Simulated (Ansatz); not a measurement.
`[C-]#[N+]C12CC3C4CC5CC3C(C1)C(C5)C4C2`. Total charge 0; singlet. Geometry PBE-D4/def2-SVP, basis def2-TZVP, Ansatz.

| run | HOMO (eV) | LUMO (eV) |
| --- | --- | --- |
| A | -7.15 | -0.32 |
| B | -7.99 | 0.42 |
| C | -6.99 | 0.03 |
| D | -6.72 | -0.38 |
| E | -7.44 | 0.44 |

Single mean-field runs in def2-TZVP are fitted with def2-universal-jkfit.

The runs used B97M-V, PBE, PBE0, r2SCAN, r2SCANh. Estimate which is which.

A B97M-V (0 % exact exchange); B PBE0 (25 % exact exchange); C r2SCAN (0 % exact exchange); D PBE (0 % exact exchange); E r2SCANh (10 % exact exchange). Exact exchange lowers occupied and raises empty levels; among semilocal functionals meta-GGAs tend to open the gap a little, and such runs are hard to tell apart. The gap grows from 6.34 eV (PBE) to 8.41 eV (PBE0).
